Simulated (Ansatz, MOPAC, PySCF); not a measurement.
Torsion H3–Si1–Si2–H4 in H4Si2 (SMILES [SiH][SiH3]); at each angle all else is relaxed with GFN2-xTB, and the levels are single points there.
Geometry at 80° (charge 0, multiplicity 1):
```xyz
6

Si     1.5276    -0.8970    -0.1160
Si    -0.5483     0.0402     0.0775
H      2.4343     0.2961    -0.0617
H     -0.9478     0.5684    -1.2402
H     -0.9514     1.1063     1.0099
H     -1.4905    -1.0561     0.3670
```

On the grid 0° to 120°, 0° is the highest and 80° the lowest point at CCSD(T)/CBS(cc-pV(T+d)Z, cc-pV(Q+d)Z).

Cores are frozen in the correlated methods. Rows in 6-31G*, STO-3G carry no dispersion term and start afresh at each structure (6-31G* with six Cartesian d functions). The state that PM3 reach isn't checked.

The values were computed with Ansatz (a quantum-chemistry and plane-wave program); MOPAC for PM3 (differences of heats of formation); PySCF for 6-31G* rows, STO-3G rows. 

```tsv
level	energy at 0° less that at 80° (kJ/mol)
PM3	-2.0
HF/STO-3G	4.5
HF/cc-pV(D+d)Z	1.7
BLYP/def2-TZVPP	(withheld)
M06-2X/6-31G*	0.6
wB97M-V/def2-TZVPP	0.6
MP2/cc-pV(T+d)Z	0.7
CCSD/cc-pV(D+d)Z	1.5
CCSD(T)/cc-pV(Q+d)Z	1.2
```

Problem. Some entries are withheld; supply them.

Solution. 
- BLYP/def2-TZVPP, energy at 0° less that at 80° (kJ/mol): -0.1
